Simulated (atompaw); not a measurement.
**u(r) = r·R(r): atom against pseudo-atom (hafnium (Hf))**

Columns: radius, all-electron u(r) and pseudo u(r) of the 6p shell (level -6.52 eV) of hafnium in the configuration [Kr] 4d10 4f14 5s2 5p6 5d2 6s1 6p0; LDA (PW92), scalar-relativistic, PAW (atompaw) scheme, atompaw 4.2.0.5.

| r (bohr) | all-electron | pseudo |
| --- | --- | --- |
| 0.115 | -0.0716 | -0.0003 |
| 0.231 | -0.0108 | -0.0013 |
| 0.346 | 0.1362 | -0.0028 |
| 0.462 | 0.1192 | -0.0046 |
| 0.577 | 0.0090 | -0.0063 |
| 0.692 | -0.1095 | -0.0076 |
| 0.808 | -0.1978 | -0.0079 |
| 0.923 | -0.2448 | -0.0067 |
| 1.038 | -0.2548 | -0.0031 |
| 1.154 | -0.2356 | 0.0037 |
| 1.269 | -0.1957 | 0.0145 |
| 1.385 | -0.1417 | 0.0301 |
| 1.500 | -0.0801 | 0.0511 |
| 1.615 | -0.0148 | 0.0781 |
| 1.731 | 0.0516 | 0.1114 |
| 1.846 | 0.1159 | 0.1502 |
| 1.962 | 0.1777 | 0.1941 |
| 2.077 | 0.2349 | 0.2410 |
| 2.192 | 0.2875 | 0.2889 |
| 2.308 | 0.3356 | 0.3357 |
| 2.423 | 0.3782 | 0.3782 |
| 2.538 | 0.4157 | 0.4157 |
| 2.654 | 0.4485 | 0.4485 |
| 2.769 | 0.4763 | 0.4763 |
| 2.885 | 0.4998 | 0.4998 |
| 3.000 | 0.5187 | 0.5187 |

(1) How many radial nodes do the two functions have?

(2) At about which radius was the pseudo-wave matched?

(3) Is the pseudo-wave norm-conserving?

## Answers

(1) The all-electron 6p function has n − l − 1 = 4 (the table is too coarse to show those close to the nucleus); the pseudo-wave has 1, since 1 lower shell of the same l stays in the valence.

(2) 2.40 bohr, where the columns begin to agree (steps of 0.12 bohr).

(3) No, it belongs to a PAW set: the norm inside the radius is not constrained, and the difference is carried by the augmentation charge.
